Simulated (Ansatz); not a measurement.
An input meant for KH2²⁻ (charge -2, doublet; atoms displaced at random, 0.08 Å in each coordinate).

```yaml
crystal:
  periodic: [false, false, false]
  atoms:
    - {symbol: K, position_ang: [-0.307375, -0.204090, -0.021722]}
    - {symbol: H, position_ang: [-0.091931, 1.223787, -2.169234]}
    - {symbol: H, position_ang: [0.252599, -1.160633, 2.446093]}
basis:
  gaussian: {orbitals: x2c-TZVPPall}
total_charge: -2
magnetization: {spin_polarized: true, initial_magnetization: 1}
hamiltonian: {xc: {name: rPW86-PBE}, dispersion: d4}
scf: {omitted_lower_state_checks: [starts]}
relax: {f_tol: 0.001, max_steps: 3}
output: {forces: true}
```

```sh
$ ansatz run in.yaml --threads 4 --pin off --events-out ev --progress --plain --max-ram 3916MiB
```

Predict how Ansatz answers.

The SCF steps converged, but the relaxation ran out of steps. The relaxation is allowed too few steps for its threshold.
```
Functional definition: rPW86-PBE
448 factors; their error is unknown
mean field evaluation 1: about -16427.1602 eV, gradient 4.6e0 eV
mean field evaluation 2: about -16427.0183 eV, gradient 6.7e0 eV
mean field evaluation 4: about -16427.6177 eV, gradient 2.5e-1 eV
mean field evaluation 8: about -16427.6078 eV, gradient 2.2e-2 eV
mean field evaluation 16: about -16427.6079 eV, gradient 4.3e-5 eV
mean field -16427.60785550 eV, -603.7034536572 hartree, gradient 4.3e-5 eV, S^2 0.752429; 0 other end points of the search recorded, 0 dependent functions left out
reference -16427.60793682 eV, -603.7034566454 hartree; 12, 11 occupied and 49, 50 virtual orbitals, 448 factors
relax step   1: F+E_penalty+E_count = -16427.94776230 eV  Δ(F+E_penalty+E_count) = +0.000e0 eV  max|allowed force component| = 1.719e-1 eV/Å  Δτ_max = 0.0000 Å  (26 SCF iters, accepted)
448 factors; their error is unknown
mean field -16427.60745098 eV, -603.7034387913 hartree, gradient 1.9e-5 eV, S^2 0.752597; 0 other end points of the search recorded, 0 dependent functions left out
reference -16427.60753314 eV, -603.7034418105 hartree; 12, 11 occupied and 49, 50 virtual orbitals, 448 factors
relax step   2: F+E_penalty+E_count = -16427.98126557 eV  Δ(F+E_penalty+E_count) = -3.350e-2 eV  max|allowed force component| = 1.342e-1 eV/Å  Δτ_max = 0.1197 Å  (30 SCF iters, accepted)
448 factors; their error is unknown
mean field evaluation 32: about -16427.6094 eV, gradient 2.4e-5 eV
mean field -16427.60936258 eV, -603.7035090413 hartree, gradient 2.4e-5 eV, S^2 0.752796; 0 other end points of the search recorded, 0 dependent functions left out
reference -16427.60944554 eV, -603.7035120901 hartree; 12, 11 occupied and 49, 50 virtual orbitals, 448 factors
relax step   3: F+E_penalty+E_count = -16428.02791249 eV  Δ(F+E_penalty+E_count) = -4.665e-2 eV  max|allowed force component| = 2.782e-1 eV/Å  Δτ_max = 0.1446 Å  (29 SCF iters, accepted)
Error: geometry relaxation did not converge after 3 steps: max|allowed force component| = 2.78e-1 eV/Å (threshold 1.0e-3). Raise `relax.max_steps` over both its present limit and 3, loosen `relax.f_tol`, or start from a geometry closer to equilibrium. Where this run's directory can be resumed (`checkpoint.write`), a resume goes on for up to `relax.max_steps` more
```
